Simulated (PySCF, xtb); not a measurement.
B(F)(NMe2)(SH) (C2H7BFNS), SMILES CN(B(F)S)C.

GFN2-xTB in xtb at its own geometry gives an orbital gap of 5.24 eV and a dipole moment of 4.67 D.

Geometry: PBE0-D3(BJ)/def2-SVP. This is a generated structure with no PubChem entry under its InChIKey; it may be hypothetical. The values are those of a single conformer.

Question: What does PBE/def2-TZVP in PySCF give? (The exact figures need the calculation; the answer reports its results.)

Answer: gap 5.26 eV (levels -5.72 and -0.45 eV), dipole 3.09 D.
